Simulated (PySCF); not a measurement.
Be(NH2)(SH) (BeH3NS), SMILES [NH2][Be][SH]. Atoms are numbered in the order given.

```xyz
6

Be     0.0087     0.6000     0.0000
N     -0.0074     2.0984     0.0000
H     -0.0074     2.6768    -0.8251
H     -0.0074     2.6768     0.8251
S      0.0806    -1.3123     0.0000
H     -1.2580    -1.4461     0.0000
```

Coordinates come from a B3LYP-D3(BJ)/def2-TZVP optimisation. Other conformers were not sampled.

Method: B3LYP-D3(BJ)/def2-TZVP (PySCF).

Frequencies are harmonic and unscaled.

| mode | ν (cm⁻¹) | IR (km/mol) | Raman (Å⁴/amu) | depolarisation | moving atoms (share of kinetic energy) |
|---|---|---|---|---|---|
| 1 | 219 | 6.7 | 0.5 | 0.75 | Be 64 %, H 28 % |
| 2 | 230 | 11.0 | 0.5 | 0.42 | Be 67 %, H 22 % |
| 3 | 278 | 4.9 | 0.0 | – | H 99 % |
| 4 | 403 | 185.6 | 1.8 | 0.73 | H 77 %, N 21 % |
| 5 | 481 | 5.2 | 11.8 | 0.12 | N 43 %, S 39 %, H 10 %, Be 8 % |
| 6 | 664 | 1.9 | 2.0 | 0.73 | H 80 %, Be 13 % |
| 7 | 682 | 58.6 | 1.7 | 0.75 | H 65 %, Be 17 %, N 17 % |
| 8 | 1284 | 273.1 | 2.7 | 0.50 | Be 75 %, N 16 % |
| 9 | 1577 | 104.0 | 4.5 | 0.72 | H 87 %, N 12 % |
| 10 | 2665 | 0.4 | 114.1 | 0.25 | H 97 % |
| 11 | 3578 | 36.8 | 136.0 | 0.11 | H 96 % |
| 12 | 3654 | 27.1 | 60.3 | 0.75 | H 92 %, N 8 % |
